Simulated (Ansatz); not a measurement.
`CO[SiH2][O][GeH3]` + `C[SiH2]S[SiH3]` → `C[SiH2][O][GeH3]` + `CO[SiH2]S[SiH3]`  (redistribution)

Program: Ansatz. Geometries: PBE0-D4/def2-TZVP. ΔE: electronic, gas phase. CBS: MP2 limit from def2 TZ/QZ plus the TZ coupled-cluster correction, frozen cores. DFT in def2-TZVPP. B3LYP here is the variant with VWN-RPA as its local correlation; programs differ in this. For Ge outer-core shells are correlated without core-valence functions, which leaves a few kJ/mol of doubt a bond. Scalar relativity is left out up to krypton. One conformer a species, not always the lowest.

Problem. Is it downhill or uphill in electronic energy at CCSD(T)/CBS, and by how much? (An estimate is asked.)

Solution. Computed: Uphill: ΔE = +0.07 eV.

Problem. What do these levels give: r2SCAN-D4, PBE0-D4, B3LYP-D4, ωB97X-V, PBE0, HF/def2-TZVPP, SCS-MP2/def2-TZVPP, CCSD(T)/def2-TZVPP, HF/def2-QZVPP, SCS-MP2/def2-QZVPP, HF/CBS(def2), MP2/CBS(def2)? (Best estimate.)

Solution. Ansatz gave: r2SCAN-D4 0.07, PBE0-D4 0.07, B3LYP-D4 0.07, ωB97X-V 0.07, PBE0 0.09, HF/def2-TZVPP 0.13, SCS-MP2/def2-TZVPP 0.09, CCSD(T)/def2-TZVPP 0.08, HF/def2-QZVPP 0.13, SCS-MP2/def2-QZVPP 0.08, HF/CBS(def2) 0.13, MP2/CBS(def2) 0.07 eV.

Largest T1 diagnostic among the species: 0.012.

In def2-TZVPP, CCSD(T) changes the Hartree–Fock value by −0.05 eV (the triples alone add −0.01 eV) and MP2 by −0.05 eV.
